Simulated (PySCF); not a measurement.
C₅H₁₁O₃Si (SMILES [CH2]O[Si](C=C)(OC)OC), doublet, geometry from GFN2-xTB; MP2/STO-3G (PySCF).

The PySCF input:
```python
from pyscf import gto, scf, mp

mol = gto.Mole()
mol.atom = '''
    C     0.47476788   -2.15767807   -1.56865072
    O     0.80322753   -1.02794851   -0.92492147
    Si    0.02154072   -0.05661677    0.12718505
    C     1.37571237    1.10657994    0.72739875
    C     2.53830538    1.32150269    0.13107463
    O    -0.64717686   -0.99982879    1.26172933
    C    -1.57739484   -0.65372354    2.25215674
    O    -1.24207203    0.76191139   -0.51812243
    C    -1.23165743    1.67283186   -1.58370268
    H     1.27888309   -2.64535900   -2.08605400
    H    -0.43987139   -2.66479993   -1.33060450
    H     1.16151296    1.66261778    1.63380699
    H     3.26901247    2.01593753    0.51732368
    H     2.80765437    0.79738726   -0.77027418
    H    -2.00793395   -1.57817947    2.63801828
    H    -2.36620977   -0.02398826    1.83973178
    H    -1.08123893   -0.11888479    3.06518723
    H    -2.25649335    2.01185881   -1.73804020
    H    -0.86368693    1.19698658   -2.49529489
    H    -0.59342822    2.52890795   -1.35353480
'''
mol.basis = 'sto-3g'
mol.spin = 1
mol.verbose = 4
mol.build()

mf = scf.UHF(mol)
mf.kernel()

pt = mp.MP2(mf, frozen=13)
pt.kernel()
print('E(MP2) = %.10f' % pt.e_tot)
mf.analyze()
```

Task: Predict the main parts of the log of this PySCF run.

Result: 
```
PySCF version 2.14.0

[INPUT] verbose = 4
[INPUT] num. atoms = 20
[INPUT] num. electrons = 79
[INPUT] charge = 0
[INPUT] spin (= nelec alpha-beta = 2S) = 1
[INPUT] symmetry False subgroup None
[INPUT] Mole.unit = angstrom
[INPUT] Symbol           X                Y                Z      unit          X                Y                Z       unit  Magmom
[...]
nuclear repulsion = 578.438873170759
number of shells = 40
number of NR pGTOs = 180
number of NR cGTOs = 60
basis = sto-3g
ecp = {}

******** <class 'pyscf.scf.uhf.UHF'> ********
method = UHF
initial guess = minao
damping factor = 0
level_shift factor = 0
DIIS = <class 'pyscf.scf.diis.CDIIS'>
diis_start_cycle = 1
diis_space = 8
diis_damp = 0
SCF conv_tol = 1e-09
SCF conv_tol_grad = None
SCF max_cycles = 50
direct_scf = True
direct_scf_tol = 1e-13
number electrons alpha = 40  beta = 39
Set gradient conv threshold to 3.16228e-05
init E= -702.189412403286

cycle= 1 E= -700.370185278095  delta_E= 1.82  |g|= 0.484  |ddm|= 3.96
cycle= 2 E= -700.534914592756  delta_E= -0.165  |g|= 0.126  |ddm|= 0.816
cycle= 3 E= -700.545858173698  delta_E= -0.0109  |g|= 0.0307  |ddm|= 0.188
cycle= 4 E= -700.547076492652  delta_E= -0.00122  |g|= 0.00977  |ddm|= 0.0718
cycle= 5 E= -700.547236158419  delta_E= -0.00016  |g|= 0.0052  |ddm|= 0.0231
cycle= 6 E= -700.547284784428  delta_E= -4.86e-05  |g|= 0.00205  |ddm|= 0.0151
cycle= 7 E= -700.547291968916  delta_E= -7.18e-06  |g|= 0.000611  |ddm|= 0.00623
cycle= 8 E= -700.547292904016  delta_E= -9.35e-07  |g|= 0.000391  |ddm|= 0.00199
cycle= 9 E= -700.547293388426  delta_E= -4.84e-07  |g|= 0.000395  |ddm|= 0.000995
cycle= 10 E= -700.547293298758  delta_E= 8.97e-08  |g|= 0.000391  |ddm|= 0.000176
cycle= 11 E= -700.547291626374  delta_E= 1.67e-06  |g|= 0.00028  |ddm|= 0.00396
cycle= 12 E= -700.547290370028  delta_E= 1.26e-06  |g|= 8.46e-05  |ddm|= 0.00632
cycle= 13 E= -700.547290322459  delta_E= 4.76e-08  |g|= 2.62e-05  |ddm|= 0.00148
cycle= 14 E= -700.547290323101  delta_E= -6.42e-10  |g|= 9.04e-06  |ddm|= 0.000194
Extra cycle  E= -700.547290323199  delta_E= -9.82e-11  |g|= 4.84e-06  |ddm|= 1.86e-05
converged SCF energy = -700.547290323199  <S^2> = 0.76002966  2S+1 = 2.0100046

******** <class 'pyscf.mp.ump2.UMP2'> ********
nocc = (np.int64(27), np.int64(26)), nmo = (47, 47)
frozen orbitals 13
E(UMP2) = -700.937747843843  E_corr = -0.39045752064339
E(SCS-UMP2) = -700.964371186268  E_corr = -0.417080863069118
E_corr(same-spin) = -0.059386340426481
E_corr(oppo-spin) = -0.331071180216909
E(MP2) = -700.9377478438
**** SCF Summaries ****
Total Energy =                        -700.547290323199149
Nuclear Repulsion Energy =             578.438873170758825
One-electron Energy =                -2119.702433369663595
Two-electron Energy =                  840.716269875705734
Two-electron Coulomb Energy =          916.422122782803058
DFT Exchange-Correlation Energy =      -75.705852907097324
**** MO energy ****
                             alpha | beta                alpha | beta
[...]
To work with the spin densities directly, `use mulliken_meta_spin()` only printing them here.

 ** Mulliken spin pop alpha/beta on meta-lowdin orthogonal AOs **
 ** Mulliken Spin Density (per AO)  **
spin_pop of  0 C 1s       -0.00003
spin_pop of  0 C 2s        0.08810
spin_pop of  0 C 2px       0.14949
spin_pop of  0 C 2py       0.21477
spin_pop of  0 C 2pz       0.56985
spin_pop of  1 O 1s       -0.00000
spin_pop of  1 O 2s        0.00461
spin_pop of  1 O 2px       0.01470
spin_pop of  1 O 2py       0.00390
spin_pop of  1 O 2pz       0.07256
spin_pop of  2 Si 1s        0.00000
spin_pop of  2 Si 2s        0.00000
spin_pop of  2 Si 3s       -0.00134
spin_pop of  2 Si 2px       0.00000
spin_pop of  2 Si 2py       0.00000
spin_pop of  2 Si 2pz      -0.00000
spin_pop of  2 Si 3px      -0.00072
spin_pop of  2 Si 3py       0.00011
spin_pop of  2 Si 3pz      -0.00241
spin_pop of  3 C 1s       -0.00000
spin_pop of  3 C 2s       -0.00036
spin_pop of  3 C 2px       0.00004
spin_pop of  3 C 2py       0.00142
spin_pop of  3 C 2pz       0.00112
spin_pop of  4 C 1s        0.00000
spin_pop of  4 C 2s       -0.00036
spin_pop of  4 C 2px      -0.00078
spin_pop of  4 C 2py      -0.00217
spin_pop of  4 C 2pz      -0.00129
spin_pop of  5 O 1s        0.00000
spin_pop of  5 O 2s        0.00027
spin_pop of  5 O 2px       0.00056
spin_pop of  5 O 2py       0.00098
spin_pop of  5 O 2pz      -0.00000
spin_pop of  6 C 1s       -0.00000
spin_pop of  6 C 2s        0.00000
spin_pop of  6 C 2px       0.00003
spin_pop of  6 C 2py      -0.00003
spin_pop of  6 C 2pz       0.00005
spin_pop of  7 O 1s        0.00000
spin_pop of  7 O 2s        0.00024
spin_pop of  7 O 2px       0.00284
spin_pop of  7 O 2py      -0.00004
spin_pop of  7 O 2pz      -0.00005
spin_pop of  8 C 1s        0.00000
spin_pop of  8 C 2s       -0.00004
spin_pop of  8 C 2px      -0.00005
spin_pop of  8 C 2py      -0.00002
spin_pop of  8 C 2pz      -0.00009
spin_pop of  9 H 1s       -0.05893
spin_pop of  10 H 1s       -0.05699
spin_pop of  11 H 1s       -0.00051
spin_pop of  12 H 1s        0.00024
spin_pop of  13 H 1s        0.00022
spin_pop of  14 H 1s        0.00009
spin_pop of  15 H 1s       -0.00001
spin_pop of  16 H 1s       -0.00001
spin_pop of  17 H 1s        0.00009
spin_pop of  18 H 1s       -0.00002
spin_pop of  19 H 1s        0.00000
 ** Mulliken Spin Density (per atom)  **
spin density of  0 C =      1.02218
spin density of  1 O =      0.09576
spin density of  2 Si =     -0.00436
spin density of  3 C =      0.00222
spin density of  4 C =     -0.00460
spin density of  5 O =      0.00181
spin density of  6 C =      0.00005
spin density of  7 O =      0.00298
spin density of  8 C =     -0.00020
spin density of  9 H =     -0.05893
spin density of  10 H =     -0.05699
spin density of  11 H =     -0.00051
spin density of  12 H =      0.00024
spin density of  13 H =      0.00022
spin density of  14 H =      0.00009
spin density of  15 H =     -0.00001
spin density of  16 H =     -0.00001
spin density of  17 H =      0.00009
spin density of  18 H =     -0.00002
spin density of  19 H =      0.00000
 ** Mulliken pop alpha/beta on meta-lowdin orthogonal AOs **
 ** Mulliken pop       alpha | beta **
In total            40.00000 | 39.00000
 ** Mulliken atomic charges   ( Nelec_alpha | Nelec_beta ) **
charge of  0C =     -0.02712  (     3.52465      2.50247 )
charge of  1O =     -0.33259  (     4.21417      4.11842 )
charge of  2Si =      1.06860  (     6.46352      6.46788 )
charge of  3C =     -0.22673  (     3.11447      3.11225 )
charge of  4C =     -0.06822  (     3.03181      3.03641 )
charge of  5O =     -0.36960  (     4.18570      4.18390 )
charge of  6C =      0.00631  (     2.99687      2.99682 )
charge of  7O =     -0.37314  (     4.18806      4.18508 )
charge of  8C =      0.00264  (     2.99858      2.99878 )
charge of  9H =      0.02690  (     0.45708      0.51601 )
charge of  10H =      0.01923  (     0.46189      0.51888 )
charge of  11H =      0.02503  (     0.48723      0.48774 )
charge of  12H =      0.03544  (     0.48240      0.48216 )
charge of  13H =      0.03800  (     0.48111      0.48089 )
charge of  14H =      0.03796  (     0.48107      0.48097 )
charge of  15H =      0.02989  (     0.48505      0.48506 )
charge of  16H =      0.02270  (     0.48865      0.48866 )
charge of  17H =      0.03738  (     0.48136      0.48126 )
charge of  18H =      0.02447  (     0.48775      0.48777 )
charge of  19H =      0.02283  (     0.48859      0.48859 )
Dipole moment(X, Y, Z, Debye): -0.31911,  1.27668,  0.28219
```
